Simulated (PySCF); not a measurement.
Compound: C5H9O3 (doublet state).
Cartesian coordinates in Å at the GFN2-xTB level; atoms count from 1:
```
atom  x, y, z in Å
C1     2.404   -0.426    0.267
O2     1.011   -0.483    0.489
C3     0.246    0.008   -0.584
O4     0.348    1.409   -0.733
C5    -0.705    1.968   -0.001
O6    -1.742    1.029    0.053
C7    -1.212   -0.192   -0.310
C8    -1.836   -1.435    0.191
H9     2.684   -1.045   -0.594
H10    2.732    0.602    0.090
H11    2.871   -0.815    1.169
H12    0.602   -0.443   -1.526
H13   -1.044    2.879   -0.507
H14   -0.387    2.209    1.031
H15   -1.681   -2.244   -0.521
H16   -2.901   -1.268    0.329
H17   -1.398   -1.741    1.147
```

The hyperfine couplings belong to this conformer and change with its torsions.

The species is `CO[C@@H]1OCO[C]1C` [radical].

The calculation used UKS B3LYP, pcH-1 on C H O, non-relativistic, mean-field spin-orbit, GIAO (PySCF). Geometry: GFN2-xTB, one conformer, isolated molecule. A GFN2-xTB geometry isn't a minimum of the functional, and hyperfine couplings can be far from their values at a DFT geometry. No stability test was run, so a lower SCF solution isn't excluded.

The largest Mulliken spin populations are on C7 (+0.85), O6 (+0.12), H17 (+0.06) and C8 (-0.06). C7 is the only atom above +0.15. The angles at C7 add up to 353.1°, so it is slightly pyramidal.

Problem. List the C–H protons on four-coordinate carbons next to a three-coordinate spin centre, with their couplings and θ (C–H bond against the normal to the plane of the centre's neighbours, projected along the bond that joins the two).

Solution. 
```tsv
β H	on	centre	θ (°)	cos²θ	a (G)
H15	C8	C7	45	0.49	+14.25
H16	C8	C7	75	0.07	+4.89
H17	C8	C7	15	0.93	+44.49
H12	C3	C7	30	0.75	+11.68
```

Fitting the Heller–McConnell form a = ρ(B0 + B2 cos²θ), with Mulliken ρ = 0.85, gives B0 = -1.7 G and B2 = 42.6 G, with a largest miss of 14.1 G.

Problem. What would the freely rotating methyl group on C8 show?

Solution. Three equal couplings, a 1:3:3:1 quartet. The mean of the three values of this geometry estimates the splitting: 21.2 G, or 59.5 MHz (three bonds 120° apart have a mean cos²θ of 1/2 at any torsion).

Couplings in gauss use g_iso = 2.0031.

Hardware: an Arm Neoverse V1 with one thread (shared host). Cost: 86 s of wall time (grids of density and orbitals included), 0.96 GiB resident at most.
